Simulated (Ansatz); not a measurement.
`C[SiH](O)[SiH3]` + H₂S → `O[SiH]([SiH3])S` + CH₄ at 600 K and 1 bar (ligand exchange at the Si–C bond).

Isolated molecules relaxed with PBE0-D4/def2-TZVP in Ansatz; ΔE leaves out vibrations. CBS: MP2 limit from def2 TZ/QZ plus the TZ coupled-cluster correction, frozen cores. This one scheme is used for every species. Each species was taken in one conformer, which may not be the lowest.

```csv
species,CCSD(T)/CBS energy (Eh),H − E (kJ/mol),S (J/(mol·K))
`C[SiH](O)[SiH3]`,-696.24702,291.6,466.7
H₂S,-398.97279,60.8,230.9
`O[SiH]([SiH3])S`,-1054.78504,218.7,467.4
CH₄,-40.46206,140.4,215.7
```

H − E and S are ideal-gas, rigid-rotor, harmonic terms from PBE0-D4/def2-TZVP, for one conformer and one mirror image of each species. 1 Eh = 2625.50 kJ/mol, R = 8.31446 J/(mol·K).

By hand: ΔE, ΔH, ΔS and ΔG.

ΔE = (-1054.78504) + (-40.46206) − (-696.24702) − (-398.97279) = -0.02729 Eh = -71.6 kJ/mol. Δ(H − E) = 218.7 + 140.4 − 291.6 − 60.8 = 6.7, so ΔH = -64.9 kJ/mol. ΔS = 467.4 + 215.7 − 466.7 − 230.9 = -14.5 J/(mol·K). ΔG = -64.9 − 600 × (-14.5)/1000 = -56.2 kJ/mol.

By hand: the equilibrium constant, and the temperature at which ΔG would vanish if ΔH and ΔS stayed fixed.

log₁₀ K = −ΔG/(RT ln 10) = 4.9. ΔG = 0 at ΔH/ΔS = 4476 K, far beyond where these terms or the molecules hold.

The number of gas molecules stays the same, so ΔS is small and ΔH decides. A doubt of 5 kJ/mol in ΔE shifts log₁₀ K by 0.4 here. Other conformers and mirror images would add mixing entropy, several J/(mol·K) or more a flexible species. These are equilibria of isolated gas molecules and say nothing of rates. Largest T1 diagnostic: 0.012 (customary marks: 0.02 for closed shells, 0.045 for open ones).
